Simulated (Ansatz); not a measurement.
Born–Oppenheimer molecular dynamics of a periodic cell of 16 atoms, Li (start crystal Li, start structure bcc, volume 1.05 times the crystal's). It starts from a structure without forces on its atoms.

These are results of DFT PBE, scalar-relativistic, plane waves, PAW (Ansatz), not measurements. Settings: cutoff 420 eV, k mesh 3x3x3, fermi-dirac smearing 0.1 eV, no spin polarisation.

```json
{
 "ensemble": "NVT, Langevin thermostat",
 "time step": "1 fs",
 "steps asked": "200",
 "set temperature": "300 K",
 "friction": "0.02 /fs",
 "temperature schedule": "200 steps to 900 K",
 "seed": "419465"
}
```

Frames 2 fs apart, positions in Å.

Velocities at 30.0 fs (Å/ps):

```
Li 7.88 -4.48 -1.12
Li 1.97 -0.29 4.78
Li 1.69 -2.27 4.49
Li 5.95 -1.50 -4.11
Li 0.44 7.38 1.80
Li 5.19 2.08 9.32
Li -4.27 0.45 8.20
Li -2.58 0.93 2.79
Li 5.87 -6.39 4.24
Li 0.78 -0.64 0.43
Li 0.22 3.41 7.79
Li 0.26 5.05 6.88
Li -3.04 9.73 2.62
Li -0.04 -4.31 4.44
Li 1.57 -0.30 -1.48
Li 0.36 -3.66 0.86
```

```xyz
16
Lattice="7.0944 0.0000 0.0000 0.0000 7.0944 0.0000 0.0000 0.0000 7.0944" Properties=species:S:1:pos:R:3 time_fs=30.0 energy_less_start_eV=0.372 T=153
Li -0.027 0.046 -0.076
Li 3.372 -0.001 -0.019
Li 0.095 3.471 0.174
Li 0.142 -0.201 3.408
Li 2.023 1.856 1.805
Li 3.656 3.604 0.128
Li 3.454 0.167 3.661
Li 5.237 1.917 1.713
Li 0.218 3.398 3.518
Li 1.778 5.263 1.678
Li 1.885 1.873 5.259
Li 3.405 3.452 3.610
Li 5.288 5.327 1.776
Li 5.356 1.692 5.289
Li 1.832 5.439 5.486
Li 5.379 5.148 5.622
16
Lattice="7.0944 0.0000 0.0000 0.0000 7.0944 0.0000 0.0000 0.0000 7.0944" Properties=species:S:1:pos:R:3 time_fs=32.0 energy_less_start_eV=0.383 T=166
Li -0.010 0.041 -0.076
Li 3.377 -0.004 -0.006
Li 0.096 3.466 0.183
Li 0.155 -0.200 3.401
Li 2.024 1.873 1.813
Li 3.666 3.608 0.144
Li 3.445 0.166 3.679
Li 5.234 1.920 1.717
Li 0.229 3.387 3.521
Li 1.779 5.262 1.678
Li 1.883 1.882 5.273
Li 3.407 3.461 3.620
Li 5.284 5.347 1.777
Li 5.359 1.679 5.299
Li 1.838 5.436 5.483
Li 5.383 5.144 5.620
16
Lattice="7.0944 0.0000 0.0000 0.0000 7.0944 0.0000 0.0000 0.0000 7.0944" Properties=species:S:1:pos:R:3 time_fs=34.0 energy_less_start_eV=0.390 T=206
Li 0.010 0.038 -0.076
Li 3.379 -0.011 0.006
Li 0.098 3.464 0.190
Li 0.170 -0.202 3.397
Li 2.023 1.891 1.823
Li 3.677 3.611 0.155
Li 3.435 0.158 3.699
Li 5.232 1.920 1.723
Li 0.237 3.381 3.516
Li 1.780 5.259 1.674
Li 1.879 1.894 5.289
Li 3.411 3.470 3.627
Li 5.280 5.368 1.775
Li 5.363 1.660 5.311
Li 1.848 5.432 5.486
Li 5.387 5.140 5.610
16
Lattice="7.0944 0.0000 0.0000 0.0000 7.0944 0.0000 0.0000 0.0000 7.0944" Properties=species:S:1:pos:R:3 time_fs=36.0 energy_less_start_eV=0.395 T=200
Li 0.031 0.035 -0.077
Li 3.383 -0.019 0.015
Li 0.103 3.461 0.195
Li 0.186 -0.207 3.392
Li 2.021 1.909 1.832
Li 3.686 3.610 0.169
Li 3.425 0.143 3.713
Li 5.233 1.915 1.733
Li 0.242 3.375 3.509
Li 1.778 5.258 1.673
Li 1.873 1.908 5.305
Li 3.416 3.483 3.628
Li 5.278 5.388 1.775
Li 5.369 1.640 5.323
Li 1.863 5.429 5.490
Li 5.390 5.139 5.600
16
Lattice="7.0944 0.0000 0.0000 0.0000 7.0944 0.0000 0.0000 0.0000 7.0944" Properties=species:S:1:pos:R:3 time_fs=38.0 energy_less_start_eV=0.395 T=228
Li 0.058 0.030 -0.071
Li 3.391 -0.032 0.018
Li 0.106 3.460 0.197
Li 0.200 -0.210 3.386
Li 2.016 1.922 1.838
Li 3.689 3.604 0.177
Li 3.420 0.125 3.729
Li 5.233 1.907 1.744
Li 0.245 3.367 3.507
Li 1.771 5.251 1.670
Li 1.866 1.919 5.322
Li 3.417 3.497 3.625
Li 5.280 5.404 1.779
Li 5.373 1.618 5.339
Li 1.874 5.422 5.495
Li 5.393 5.144 5.591
16
Lattice="7.0944 0.0000 0.0000 0.0000 7.0944 0.0000 0.0000 0.0000 7.0944" Properties=species:S:1:pos:R:3 time_fs=40.0 energy_less_start_eV=0.390 T=222
Li 0.086 0.032 -0.055
Li 3.400 -0.049 0.019
Li 0.109 3.459 0.203
Li 0.209 -0.214 3.380
Li 2.010 1.934 1.844
Li 3.687 3.593 0.187
Li 3.414 0.104 3.740
Li 5.230 1.898 1.755
Li 0.250 3.367 3.507
Li 1.762 5.244 1.664
Li 1.861 1.927 5.338
Li 3.418 3.513 3.623
Li 5.281 5.418 1.787
Li 5.374 1.595 5.353
Li 1.882 5.410 5.498
Li 5.396 5.150 5.579
16
Lattice="7.0944 0.0000 0.0000 0.0000 7.0944 0.0000 0.0000 0.0000 7.0944" Properties=species:S:1:pos:R:3 time_fs=42.0 energy_less_start_eV=0.379 T=267
Li 0.113 0.034 -0.034
Li 3.410 -0.067 0.020
Li 0.108 3.457 0.206
Li 0.216 -0.215 3.375
Li 2.006 1.941 1.847
Li 3.682 3.579 0.194
Li 3.414 0.084 3.749
Li 5.230 1.885 1.766
Li 0.249 3.367 3.511
Li 1.755 5.236 1.653
Li 1.848 1.936 5.359
Li 3.422 3.529 3.622
Li 5.279 5.435 1.799
Li 5.378 1.574 5.369
Li 1.889 5.396 5.496
Li 5.400 5.156 5.567
16
Lattice="7.0944 0.0000 0.0000 0.0000 7.0944 0.0000 0.0000 0.0000 7.0944" Properties=species:S:1:pos:R:3 time_fs=44.0 energy_less_start_eV=0.365 T=359
Li 0.138 0.037 -0.008
Li 3.418 -0.082 0.018
Li 0.106 3.450 0.207
Li 0.224 -0.217 3.374
Li 1.998 1.948 1.847
Li 3.674 3.566 0.198
Li 3.421 0.066 3.761
Li 5.228 1.871 1.775
Li 0.243 3.368 3.518
Li 1.750 5.223 1.644
Li 1.832 1.946 5.378
Li 3.428 3.553 3.627
Li 5.282 5.454 1.814
Li 5.389 1.554 5.390
Li 1.898 5.380 5.491
Li 5.405 5.165 5.550
16
Lattice="7.0944 0.0000 0.0000 0.0000 7.0944 0.0000 0.0000 0.0000 7.0944" Properties=species:S:1:pos:R:3 time_fs=46.0 energy_less_start_eV=0.353 T=374
Li 0.161 0.038 0.019
Li 3.427 -0.103 0.020
Li 0.102 3.438 0.208
Li 0.237 -0.216 3.374
Li 1.985 1.952 1.844
Li 3.665 3.553 0.203
Li 3.434 0.050 3.774
Li 5.224 1.855 1.785
Li 0.239 3.375 3.527
Li 1.751 5.208 1.640
Li 1.814 1.952 5.398
Li 3.435 3.583 3.638
Li 5.287 5.477 1.835
Li 5.401 1.536 5.409
Li 1.906 5.364 5.484
Li 5.410 5.174 5.533
16
Lattice="7.0944 0.0000 0.0000 0.0000 7.0944 0.0000 0.0000 0.0000 7.0944" Properties=species:S:1:pos:R:3 time_fs=48.0 energy_less_start_eV=0.341 T=403
Li 0.178 0.035 0.046
Li 3.441 -0.122 0.026
Li 0.097 3.427 0.208
Li 0.252 -0.210 3.373
Li 1.971 1.952 1.836
Li 3.652 3.541 0.211
Li 3.447 0.031 3.785
Li 5.225 1.832 1.796
Li 0.234 3.384 3.530
Li 1.761 5.195 1.642
Li 1.797 1.958 5.417
Li 3.446 3.612 3.654
Li 5.292 5.502 1.858
Li 5.410 1.519 5.422
Li 1.918 5.350 5.479
Li 5.415 5.181 5.517
16
Lattice="7.0944 0.0000 0.0000 0.0000 7.0944 0.0000 0.0000 0.0000 7.0944" Properties=species:S:1:pos:R:3 time_fs=50.0 energy_less_start_eV=0.330 T=430
Li 0.195 0.032 0.071
Li 3.457 -0.135 0.030
Li 0.093 3.420 0.207
Li 0.267 -0.200 3.374
Li 1.956 1.952 1.826
Li 3.635 3.527 0.216
Li 3.459 0.009 3.796
Li 5.230 1.811 1.808
Li 0.225 3.397 3.535
Li 1.774 5.183 1.648
Li 1.780 1.961 5.436
Li 3.460 3.642 3.671
Li 5.301 5.523 1.883
Li 5.418 1.502 5.435
Li 1.927 5.333 5.471
Li 5.423 5.196 5.502
16
Lattice="7.0944 0.0000 0.0000 0.0000 7.0944 0.0000 0.0000 0.0000 7.0944" Properties=species:S:1:pos:R:3 time_fs=52.0 energy_less_start_eV=0.325 T=442
Li 0.216 0.031 0.091
Li 3.482 -0.147 0.032
Li 0.091 3.416 0.211
Li 0.287 -0.185 3.373
Li 1.946 1.950 1.812
Li 3.618 3.516 0.218
Li 3.472 -0.014 3.809
Li 5.236 1.785 1.817
Li 0.212 3.410 3.541
Li 1.784 5.175 1.658
Li 1.766 1.959 5.455
Li 3.478 3.672 3.689
Li 5.313 5.537 1.904
Li 5.426 1.485 5.452
Li 1.933 5.315 5.460
Li 5.433 5.211 5.484
```

Of the whole run (200 fs, mean temperature of the second half 576 K): The schedule's set-point averaged 750 K over the second half and the system 576 K, so it lags behind the ramp. A run of 0.2 ps of so small a system gives no equilibrium averages. Limits of this set-up: coarse k mesh.

The run took 35 min on 1 thread of Arm Neoverse V1, on a shared host, peak memory 0.68 GiB.
